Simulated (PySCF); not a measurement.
CH₇FO₂Si₂, SMILES [SiH3]O[Si@@H](F)OC.

The structure is a stationary point at r2SCAN-D4/def2-SVP. The structure was generated by enumeration; whether it is a known compound was not checked. One conformer was computed; it need not be the lowest.

Method: TDDFT-PBE/def2-SVPD in PySCF 2.14.0.

Vertical excitations. Gas-phase values at a fixed geometry.

Estimate the UV-visible absorptions. (An estimate is asked for; the answer gives what the named calculation found.)


```json
[
 {"state": "S1", "energy (eV)": "6.33", "λ (nm)": "196", "f": "0.002", "main pairs": "HOMO→LUMO 100 %"},
 {"state": "S2", "energy (eV)": "6.73", "λ (nm)": "184", "f": "0.001", "main pairs": "HOMO−1→LUMO 98 %"},
 {"state": "S3", "energy (eV)": "7.07", "λ (nm)": "175", "f": "0.001", "main pairs": "HOMO−2→LUMO 71 %, HOMO−3→LUMO 29 %"},
 {"state": "S4", "energy (eV)": "7.09", "λ (nm)": "175", "f": "0.004", "main pairs": "HOMO−3→LUMO 69 %, HOMO−2→LUMO 29 %"},
 {"state": "S5", "energy (eV)": "7.18", "λ (nm)": "173", "f": "0.022", "main pairs": "HOMO→LUMO+1 96 %"},
 {"state": "S6", "energy (eV)": "7.52", "λ (nm)": "165", "f": "0.012", "main pairs": "HOMO→LUMO+2 96 %"},
 {"state": "S7", "energy (eV)": "7.53", "λ (nm)": "165", "f": "0.015", "main pairs": "HOMO−1→LUMO+1 98 %"},
 {"state": "S8", "energy (eV)": "7.68", "λ (nm)": "161", "f": "0.012", "main pairs": "HOMO→LUMO+3 85 %"},
 {"state": "S9", "energy (eV)": "7.76", "λ (nm)": "160", "f": "0.005", "main pairs": "HOMO→LUMO+4 79 %"},
 {"state": "S10", "energy (eV)": "7.84", "λ (nm)": "158", "f": "0.015", "main pairs": "HOMO−2→LUMO+1 60 %, HOMO−1→LUMO+2 25 %, HOMO→LUMO+5 14 %"},
 {"state": "T1", "energy (eV)": "6.26", "λ (nm)": "198", "f": "0", "main pairs": "HOMO→LUMO 98 %"},
 {"state": "T2", "energy (eV)": "6.51", "λ (nm)": "190", "f": "0", "main pairs": "HOMO−1→LUMO 94 %"},
 {"state": "T3", "energy (eV)": "6.76", "λ (nm)": "183", "f": "0", "main pairs": "HOMO−2→LUMO 97 %"},
 {"state": "T4", "energy (eV)": "6.92", "λ (nm)": "179", "f": "0", "main pairs": "HOMO−3→LUMO 93 %"}
]
```
Triplets are in the Tamm–Dancoff approximation, which puts them higher than full response would, so one can lie above its singlet here.
